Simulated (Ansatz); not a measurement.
CH₆BClGe, SMILES `C[B](Cl)[GeH3]`, relaxed with RKS PBE-D4/def2-SVP in the Gaussian-basis code of Ansatz from a rough embedded geometry. The force threshold is 0.03 eV/Å; the program also tests the step.

The species carries charge 0 and has multiplicity 1.

Start:

```xyz
10

C    -0.547    0.283    1.399
B     0.557    0.019    0.381
Cl    2.280   -0.039    0.967
Ge    0.201   -0.290   -1.544
H    -1.580    0.322    0.909
H    -0.451    1.265    1.924
H    -0.597   -0.525    2.197
H     0.901    0.813   -2.378
H    -1.396   -0.176   -1.823
H     0.631   -1.671   -2.032
```

Task: How much energy does the relaxation release, and in how many steps? (Best estimate.)

Result: Ansatz gave: 20.61 kJ/mol, in 7 steps.

Task: Which bonds change most? (Estimate.)

Result: Computed: B2–Ge4 from 1.983 to 2.080 Å; Ge4–H9 from 1.625 to 1.555 Å; B2–Cl3 from 1.821 to 1.774 Å; C1–B2 from 1.525 to 1.564 Å.

Task: Give the relaxed structure. (Estimate.)

Result: Computed: 
```xyz
10

C    -0.601    0.304    1.480
B     0.503    0.027    0.406
Cl    2.195   -0.038    0.934
Ge    0.170   -0.285   -1.624
H    -1.628    0.376    1.076
H    -0.366    1.236    2.039
H    -0.579   -0.504    2.246
H     0.922    0.779   -2.473
H    -1.334   -0.224   -2.013
H     0.718   -1.671   -2.068
```
